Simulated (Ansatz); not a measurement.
Consider the ligand exchange at the Si–I bond: `I[SiH]1CS1` + PH₃ → `P[SiH]1CS1` + HI.

Program: Ansatz. Geometries: PBE0-D4/def2-TZVP. ΔE: electronic, gas phase. CCSD(T)/CBS is the MP2 limit (def2-TZVPP, def2-QZVPP) plus CCSD(T) − MP2 in def2-TZVPP, frozen cores. This one scheme is used for every species. DFT in def2-TZVPP. Elements past krypton have def2 core potentials. For I outer-core shells are correlated without core-valence functions, which leaves a few kJ/mol of doubt a bond. One conformer a species, not always the lowest.

| level | ΔE (kJ/mol) |
| --- | --- |
| BLYP-D4 | 57.5 |
| CCSD/def2-SVP | 57.9 |
| SCS-MP2/def2-QZVPP | 68.7 |
| CCSD/CBS(def2) | 65.2 |

Problem. What does CCSD(T)/CBS give? (Estimate.)

Solution. Computed: +64.3 kJ/mol. The listed levels differ from it by -6.8, -6.4, 4.4, 0.9 kJ/mol.

Largest T1 diagnostic among the species: 0.013.

At CCSD(T), def2-SVP lies −7.3 kJ/mol from the extrapolated value and def2-TZVPP −5.9 kJ/mol. In def2-TZVPP, CCSD(T) changes the Hartree–Fock value by −11.3 kJ/mol (the triples alone add −0.9 kJ/mol) and MP2 by −3.3 kJ/mol. Leaving LDA and LC-ωPBE aside and taking each functional with its dispersion term where it has one, the values, not all of them listed here, spread over 11.9 kJ/mol, from revPBE-D4 to BHLYP-D4. LDA lies −3.5 kJ/mol from PBE without D4.
